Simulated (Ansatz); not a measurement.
Consider the atomization: `C[BH][GaH][CH3]` → B• + 2 C• + Ga• + 8 H•.

Computed with Ansatz on PBE0-D4/def2-TZVP structures; ΔE is electronic, products minus reactants. CBS: MP2 limit from def2 TZ/QZ plus the TZ coupled-cluster correction, frozen cores. This one scheme is used for every species, atoms too. Functionals use def2-TZVPP. Open shells (•) are unrestricted, without spin–orbit coupling. Spin–orbit coupling would lower the free atoms: a little for B, C; clearly for Ga. For Ga outer-core shells are correlated without core-valence functions, so the limit isn't a true one: a few kJ/mol of doubt a bond, and 10 to 20 or more in all where bonds break to atoms. Scalar relativity is left out up to krypton. One conformer a species, not always the lowest.

`C[BH][GaH][CH3]`:

Cartesian coordinates in Å:
```
C 0.002 2.193 0.588
B 0.650 0.798 0.831
Ga 0.690 -0.788 -0.518
C -0.735 -2.147 -0.728
H -0.969 2.120 1.109
H 0.527 3.014 1.086
H -0.217 2.469 -0.445
H 1.118 0.617 1.927
H 1.936 -1.001 -1.477
H -1.109 -2.124 -1.756
H -1.576 -2.006 -0.048
H -0.317 -3.145 -0.567
```

```json
{"level": "r2SCAN-D4", "ΔE (kcal/mol)": "979.5"}
{"level": "ωB97M-V", "ΔE (kcal/mol)": "974.8"}
{"level": "PBE", "ΔE (kcal/mol)": "978.0"}
{"level": "PBE0", "ΔE (kcal/mol)": "972.5"}
{"level": "HF/def2-TZVPP", "ΔE (kcal/mol)": "748.1"}
{"level": "MP2/def2-TZVPP", "ΔE (kcal/mol)": "960.1"}
{"level": "SCS-MP2/def2-TZVPP", "ΔE (kcal/mol)": "959.8"}
{"level": "CCSD/def2-TZVPP", "ΔE (kcal/mol)": "946.3"}
```

Q: What does CCSD(T)/CBS give? (Best estimate.)

A: The calculation gave: +973.2 kcal/mol. The listed levels differ from it by 6.3, 1.6, 4.8, -0.7, -225.1, -13.1, -13.4, -26.9 kcal/mol.

Largest T1 diagnostic among the species: 0.014.

The D4 term adds +7.5 kcal/mol with B3LYP and +4.0 kcal/mol with PBE0; it sums over pairs of atoms, weighted by their polarisabilities, and B3LYP, whose exchange is more repulsive, gets the larger term. From PBE to PBE0 (25 % exact exchange), in def2-TZVPP and without D4, ΔE moves by −5.5 kcal/mol: exact exchange takes away binding that semilocal exchange gives to molecules.

B3LYP here is the variant with VWN-RPA as its local correlation; programs differ in this.

For atomizations the MP2-based limit and the directly extrapolated one differ by several kJ/mol either way, and by 10 to 25 for some Ge, Se and Sn compounds, so smaller differences from it don't rank the levels.
